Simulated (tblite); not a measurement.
Species: C₅H₁₁B₂N₂P.
Bonds: C1–N2, N2–B3, B3–P4, P4–B5, B5–N6, N6–C7 (aromatic), C7–C8 (aromatic), C8–C9 (aromatic), C9–C10 (aromatic), N6–C10 (aromatic). Hydrogens: H11, H12, H13 on C1; H14 on N2; H15 on B3; H16 on P4; H17 on B5; H18 on C7; H19 on C8; H20 on C9; H21 on C10.

Computed with GFN2-xTB (tblite), gas phase: L-BFGS steps from a force-field or distance-geometry start until the largest atomic force falls under 0.01 eV/Å.

Step 37: E = -739.3839 eV
```
atom  x, y, z in Å  |  force x, y, z in eV/Å
C1      4.6911   -0.4855   -0.0393    0.068   0.058  -0.008
N2      3.3403   -0.1250    0.3144    0.066   0.122  -0.028
B3      2.1377   -0.2847   -0.3522   -0.090  -0.076   0.128
P4      0.6741    0.3511    0.6295   -0.016   0.058   0.168
B5     -0.9847    1.1180    0.5503   -0.043  -0.082  -0.054
N6     -2.1999    0.5108    0.0817    0.020   0.063  -0.002
C7     -2.3774   -0.6183   -0.6835    0.132   0.079  -0.005
C8     -3.6781   -1.0168   -0.6285    0.170   0.002  -0.052
C9     -4.3549   -0.0866    0.1979    0.015  -0.013  -0.009
C10    -3.4387    0.8368    0.5870    0.005  -0.033   0.108
H11     5.1456   -1.0882    0.7556   -0.074  -0.085  -0.146
H12     4.7060   -1.0303   -0.9808   -0.031  -0.049   0.072
H13     5.3024    0.4160   -0.1464    0.032   0.014  -0.082
H14     3.3335    0.3710    1.1964   -0.064   0.007   0.039
H15     2.0754   -0.8744   -1.3563   -0.056   0.012  -0.040
H16     1.3278    1.2633    1.4397   -0.042  -0.013  -0.038
H17    -1.1005    2.0744    1.2246   -0.073  -0.025  -0.046
H18    -1.5449   -1.0017   -1.2394    0.054  -0.189   0.031
H19    -4.1108   -1.8770   -1.0988    0.006  -0.001  -0.071
H20    -5.3871   -0.1215    0.4776   -0.105   0.041  -0.034
H21    -3.5659    1.6851    1.2249    0.026   0.110   0.070
```

Step 38: E = -739.3940 eV
```
atom  x, y, z in Å  |  force x, y, z in eV/Å
C1      4.6849   -0.4849   -0.0466    0.134   0.066  -0.050
N2      3.3409   -0.1156    0.3189    0.077   0.114   0.017
B3      2.1346   -0.2849   -0.3384   -0.057  -0.038   0.176
P4      0.6686    0.3402    0.6464   -0.040   0.075   0.163
B5     -0.9849    1.1238    0.5503   -0.055  -0.105  -0.014
N6     -2.2012    0.5081    0.0931    0.089   0.032  -0.016
C7     -2.3688   -0.6242   -0.6738    0.091   0.164  -0.034
C8     -3.6734   -1.0125   -0.6381    0.176  -0.033   0.014
C9     -4.3563   -0.0860    0.1869    0.042   0.019   0.032
C10    -3.4440    0.8337    0.5941    0.098  -0.023   0.023
H11     5.1492   -1.0947    0.7369   -0.114  -0.085  -0.123
H12     4.6812   -1.0262   -0.9899   -0.009  -0.059   0.052
H13     5.3072    0.4097   -0.1597   -0.013   0.008  -0.078
H14     3.3438    0.3772    1.2022   -0.077   0.027   0.051
H15     2.0838   -0.8788   -1.3365   -0.097  -0.032  -0.125
H16     1.3227    1.2641    1.4410   -0.026   0.000  -0.015
H17    -1.0956    2.0899    1.2146   -0.079  -0.061  -0.075
H18    -1.5357   -1.0120   -1.2319   -0.013  -0.111   0.119
H19    -4.1057   -1.8731   -1.1065    0.001  -0.019  -0.104
H20    -5.3892   -0.1218    0.4596   -0.152   0.033  -0.034
H21    -3.5710    1.6849    1.2318    0.021   0.030   0.023
```

Step 39: E = -739.4042 eV
```
atom  x, y, z in Å  |  force x, y, z in eV/Å
C1      4.6804   -0.4835   -0.0561    0.111   0.052  -0.067
N2      3.3426   -0.1047    0.3257    0.075   0.078   0.035
B3      2.1305   -0.2882   -0.3187    0.000  -0.016   0.149
P4      0.6617    0.3314    0.6660   -0.027   0.043   0.137
B5     -0.9866    1.1267    0.5525   -0.019  -0.083   0.027
N6     -2.2020    0.5061    0.1054    0.117  -0.009  -0.026
C7     -2.3577   -0.6278   -0.6642    0.003   0.181  -0.064
C8     -3.6649   -1.0090   -0.6477    0.104  -0.050   0.083
C9     -4.3574   -0.0855    0.1753    0.055   0.039   0.066
C10    -3.4490    0.8304    0.6017    0.156  -0.015  -0.066
H11     5.1533   -1.1050    0.7133   -0.142  -0.058  -0.092
H12     4.6535   -1.0228   -0.9996    0.015  -0.051   0.024
H13     5.3108    0.4046   -0.1764   -0.034   0.004  -0.071
H14     3.3543    0.3852    1.2102   -0.070   0.036   0.049
H15     2.0903   -0.8833   -1.3170   -0.132  -0.040  -0.121
H16     1.3156    1.2674    1.4415    0.003   0.033   0.026
H17    -1.0891    2.1042    1.2022   -0.097  -0.071  -0.078
H18    -1.5244   -1.0250   -1.2205   -0.057  -0.022   0.194
H19    -4.0996   -1.8686   -1.1168    0.029  -0.007  -0.116
H20    -5.3941   -0.1208    0.4378   -0.111   0.022  -0.053
H21    -3.5771    1.6849    1.2397    0.021  -0.065  -0.036
```

Q: Estimate the geometry and energy of step 40. (The exact step hangs on the optimiser's Hessian estimate; all steps are aligned on step 39, rigid shifts and turns removed.)

A: E = -739.4131 eV, largest force 0.234 eV/Å
```
atom  x, y, z in Å  |  force x, y, z in eV/Å
C1      4.6765   -0.4818   -0.0640    0.032   0.034  -0.076
N2      3.3451   -0.0899    0.3302    0.014   0.029   0.030
B3      2.1267   -0.2911   -0.3000    0.059  -0.012   0.066
P4      0.6553    0.3225    0.6855    0.018  -0.014   0.105
B5     -0.9871    1.1263    0.5539    0.041  -0.031   0.058
N6     -2.2004    0.5038    0.1148    0.105  -0.036  -0.035
C7     -2.3481   -0.6281   -0.6584   -0.072   0.121  -0.084
C8     -3.6558   -1.0065   -0.6544   -0.018  -0.055   0.121
C9     -4.3563   -0.0851    0.1677    0.045   0.032   0.075
C10    -3.4496    0.8266    0.6084    0.143   0.004  -0.117
H11     5.1495   -1.1158    0.6933   -0.126  -0.042  -0.034
H12     4.6275   -1.0224   -1.0054    0.037  -0.031  -0.016
H13     5.3143    0.3989   -0.1904   -0.020   0.009  -0.070
H14     3.3617    0.3987    1.2154   -0.046   0.037   0.040
H15     2.0927   -0.8850   -1.3032   -0.150  -0.016  -0.041
H16     1.3081    1.2689    1.4440    0.033   0.070   0.067
H17    -1.0819    2.1146    1.1867   -0.116  -0.056  -0.058
H18    -1.5155   -1.0376   -1.2087   -0.058   0.047   0.222
H19    -4.0943   -1.8632   -1.1286    0.071   0.024  -0.105
H20    -5.3983   -0.1196    0.4199   -0.017   0.017  -0.070
H21    -3.5790    1.6825    1.2477    0.026  -0.130  -0.079
```

The energy changes by -0.0088 eV. The first-order estimate −F·Δx gives -0.0123 eV and the mean of the old and new forces, exact on a quadratic surface, -0.0088 eV. The step makes an angle of 74° with the force vector and moves no atom by more than 0.027 Å.

What follows is the cost of the whole relaxation. Hardware: an Arm Neoverse N1 with one thread, no GPU, on a shared host. Cost: 2.7 s.
